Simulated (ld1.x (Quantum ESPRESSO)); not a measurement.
## Bi (Z = 83): one change to an ultrasoft potential, before and after

| Item | Value |
| --- | --- |
| Element | bismuth (Bi) |
| Generator | ld1.x (Quantum ESPRESSO) 7.5 |
| Type | ultrasoft |
| Functional | PBE |
| Relativity | scalar-relativistic |
| Frozen core | [Xe] 4f14 |
| Valence charge | 15 |
| Reference configuration | 5d10 6s2 6p3 |
| Partial waves | 6s (bound): rcut 1.60, rcutus 2.10 bohr; 6s channel at 2.75 Ry: rcut 1.60, rcutus 2.10 bohr; 6p (bound): rcut 1.50, rcutus 2.10 bohr; 6p channel at 0.2 Ry: rcut 1.50, rcutus 2.10 bohr; 5d (bound): rcut 1.10, rcutus 1.35 bohr; 5d channel at -1.1 Ry: rcut 1.10, rcutus 1.35 bohr |
| Local potential | all-electron potential smoothed inside 1.60 bohr (lloc = -1) |
| Core correction | a·sin(br)/r model core inside 1.40 bohr |
| Augmentation charge | PSQ, radius 0.80 bohr |

Change: augmentation PSQ, inside the norm-conserving radii.

Cutoffs: the cutoffs (Ry, on a coarse ladder) from which the occupation-weighted sum of valence levels, in a spherical-Bessel basis at the reference potential, stays within 10 and 1 mRy of its value at 400 Ry; they do not see the model core or the augmentation charge, which bear on the density cutoff. Errors are all-electron minus pseudo energies relative to the spin-unpolarised reference configuration.

**Question.** Predict the effect on cutoff, ghosts and configuration errors.

**Answer.** The potential gets neither clearly harder nor softer (70 Ry and 110 Ry → 70 Ry and 110 Ry); both files keep a bound ghost (p, s); of the 7 tests that both files solve, the error grows in 4 and shrinks in 3 by more than 15 % and 0.3 meV (median size 20.0 → 42.3 meV).

```tsv
quantity	base	changed
cutoff, loose	70 Ry	70 Ry
cutoff, tight	110 Ry	110 Ry
bound ghosts	s, p	s, p
error for 5d10 6s2 6p2, meV [ΔE 7.91 eV]	-3.4	-4.6
error for 5d10 6s2 6p1, meV [ΔE 23.16 eV]	-9.7	-20
error for 5d10 6s2 6p0, meV [ΔE 46.50 eV]	-20	-62
error for 5d10 6s1 6p0, meV [ΔE 91.91 eV]	+9.7	-149
error for 5d9 6s2 6p3, meV [ΔE 33.32 eV]	-69	-49
error for 5d10 6s0 6p5, meV [ΔE 20.50 eV]	+190	-12
error for 5d9 6s2 6p4, meV [ΔE 24.21 eV]	-64	-42
s: phases at 2.31 bohr within 0.05 rad from the reference energy up to (Ry; the scan ends near 5)	to the end of the scan	to the end of the scan
p: phases at 2.31 bohr within 0.05 rad from the reference energy up to (Ry; the scan ends near 5)	n/a	n/a
d: phases at 2.31 bohr within 0.05 rad from the reference energy up to (Ry; the scan ends near 5)	to the end of the scan	to the end of the scan
lowest overlap eigenvalue by channel	s 0.40, p 0.56, d 0.91	s 0.40, p 0.56, d 0.91
```

 A true bound ghost makes a file unfit for plane-wave use even where its test errors are small: the radial tests pick states by their node count and pass the ghost by.
